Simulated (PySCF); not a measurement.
**Spinor energies of Se⁺ (selenium, charge +1)**

Start: [Ar] 3d10 4s1 4p3 4d1; 4s1/2 filled at m_j = +1/2; 4p3/2 filled at m_j = -1/2, +1/2, +3/2; 4d5/2 filled at m_j = +5/2. Calculated with PySCF 2.14 in x2c-SVPall-2c with one added diffuse shell each of s, p, d type (6s7p4d, 47 functions): generalised Hartree-Fock with the X2C-1e Hamiltonian and a Gaussian nucleus; one run each with spin-orbit coupling (SO) switched off, then screened by Boettger's factors. This is a chosen level, not necessarily the ground level.

```json
{"spinor shell": "1s1/2", "electrons": "2", "ε, spin-free (eV)": "-12748.5", "ε, screened SO (eV)": "-12748.3", "weight of nominal j (screened SO)": "1.000", "rms radius, screened SO (bohr)": "0.0508"}
{"spinor shell": "2s1/2", "electrons": "2", "ε, spin-free (eV)": "-1710.7", "ε, screened SO (eV)": "-1710.6", "weight of nominal j (screened SO)": "1.000", "rms radius, screened SO (bohr)": "0.212"}
{"spinor shell": "2p1/2", "electrons": "2", "ε, spin-free (eV)": "-1502.0", "ε, screened SO (eV)": "-1530.7", "weight of nominal j (screened SO)": "1.000", "rms radius, screened SO (bohr)": "0.187"}
{"spinor shell": "2p3/2", "electrons": "4", "ε, spin-free (eV)": "-1502.0", "ε, screened SO (eV)": "-1488.2", "weight of nominal j (screened SO)": "1.000", "rms radius, screened SO (bohr)": "0.190"}
{"spinor shell": "3s1/2", "electrons": "2", "ε, spin-free (eV)": "-265.70", "ε, screened SO (eV)": "-265.69", "weight of nominal j (screened SO)": "1.000", "rms radius, screened SO (bohr)": "0.613"}
{"spinor shell": "3p1/2", "electrons": "2", "ε, spin-free (eV)": "-198.13", "ε, screened SO (eV)": "-202.50", "weight of nominal j (screened SO)": "0.991", "rms radius, screened SO (bohr)": "0.629"}
{"spinor shell": "3p3/2", "electrons": "4", "ε, spin-free (eV)": "-198.13", "ε, screened SO (eV)": "-196.03", "weight of nominal j (screened SO)": "0.995", "rms radius, screened SO (bohr)": "0.639"}
{"spinor shell": "3d3/2", "electrons": "4", "ε, spin-free (eV)": "-85.903", "ε, screened SO (eV)": "-86.554", "weight of nominal j (screened SO)": "0.883", "rms radius, screened SO (bohr)": "0.696"}
{"spinor shell": "3d5/2", "electrons": "6", "ε, spin-free (eV)": "-85.903", "ε, screened SO (eV)": "-85.470", "weight of nominal j (screened SO)": "0.922", "rms radius, screened SO (bohr)": "0.693"}
{"spinor shell": "4s1/2", "electrons": "1", "ε, spin-free (eV)": "-41.204", "ε, screened SO (eV)": "-41.202", "weight of nominal j (screened SO)": "1.000", "rms radius, screened SO (bohr)": "1.85"}
{"spinor shell": "4p3/2", "electrons": "3", "ε, spin-free (eV)": "-25.479", "ε, screened SO (eV)": "-25.490", "weight of nominal j (screened SO)": "0.647", "rms radius, screened SO (bohr)": "2.18"}
{"spinor shell": "4d5/2", "electrons": "1", "ε, spin-free (eV)": "-8.426", "ε, screened SO (eV)": "-8.418", "weight of nominal j (screened SO)": "1.000", "rms radius, screened SO (bohr)": "3.51"}
```

| quantity | spin-free | screened SO |
| --- | --- | --- |
| E (hartree) | -2426.61696 | -2426.71273 |
| M_J | 9/2 | 9/2 |
| ⟨J²⟩ | 24.753 | 24.753 |
| ⟨L²⟩ | 6.002 | 6.017 |
| ⟨S²⟩ | 8.751 | 8.743 |

Each row is a mean over spinors that exchange with the open shell spreads, by up to 1.533 eV (3s1/2).

Rows whose weight is well below 1 are mixtures of j = l ± 1/2: exchange outweighs spin-orbit coupling there, and the label is only the starting occupation.

Without spin-orbit coupling the j labels of p, d and f shells carry no meaning; the spin-free column gives the mean over the occupied spinors of each nl shell.
